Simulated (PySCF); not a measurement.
Gas-phase reaction: 2 GeO + 5 Cl₂ → 2 GeCl₄ + 2 ClO

Computed with PySCF (xtb for GFN2) and rigid-rotor harmonic-oscillator thermochemistry at 1 bar. † marks an energy on the PBE0/def2-TZVP geometry and frequencies; other levels use their own. Open shells (unrestricted): ClO (multiplicity 2, electronic degeneracy 4); the rest are closed-shell singlets. GFN2 has no spin-polarisation term. Spin-orbit splitting is ignored; it lowers the true energy and changes the entropy of ClO. B3LYP is the form with VWN-RPA correlation. Ge: all electrons, no relativistic terms. The harmonic model lacks anharmonicity and excited electronic states, which grow with temperature; levels with a mode under 35 cm⁻¹ are left out.

```csv
level,"ΔE electronic, kJ","ΔH°(298 K), kJ","ΔS°(298 K), J/K","ΔG°(600 K), kJ"
B3LYP/def2-TZVP†,-712,-703,-410,-460
GFN2-xTB,-271,-264,-384,-37
PBE/def2-SVP,-782,-772,-409,-530
PBE/def2-TZVP†,-723,-714,-410,-471
PBE0/def2-SVP†,-892,-884,-410,-641
r2SCAN/def2-TZVP†,-862,-854,-410,-611
LDA/def2-TZVP†,-795,-787,-410,-544
ωB97M-V/def2-TZVP†,-793,-785,-410,-542
```
ΔH° is lowest at PBE0/def2-SVP† and highest at GFN2-xTB. No reference value is set beside these.
